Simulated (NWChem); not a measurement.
Molecule: C₃H₆O; SMILES C=COC

```xyz
10

C     -0.0956     1.8727     0.0029
C      0.3405     0.6118    -0.0032
O     -0.4867    -0.4506    -0.0042
C      0.1226    -1.7122     0.0032
H     -1.1638     2.0994     0.0086
H      0.6215     2.6933     0.0014
H      1.4142     0.3763    -0.0090
H     -0.6793    -2.4620     0.0008
H      0.7426    -1.8652     0.9052
H      0.7530    -1.8706    -0.8906
```
Atoms are numbered in this order, from 1.

Program: NWChem. Structure relaxed at the PBE0/def2-SVP level. B3LYP is NWChem's, with the RPA form of VWN correlation. Vertical excitations in the gas phase; the lowest state need not have the same character in each row.

Problem. Among these, which level gives the lowest value of “lowest excitation, singlet (eV)”?
A. B3LYP/def2-SVP, TDA
B. PBE/def2-SVP, TDA
C. PBE0/def2-SVP, TDA

Solution. B, PBE/def2-SVP, TDA. Values: PBE/def2-SVP, TDA 6.35; B3LYP/def2-SVP, TDA 6.82; PBE0/def2-SVP, TDA 7.13
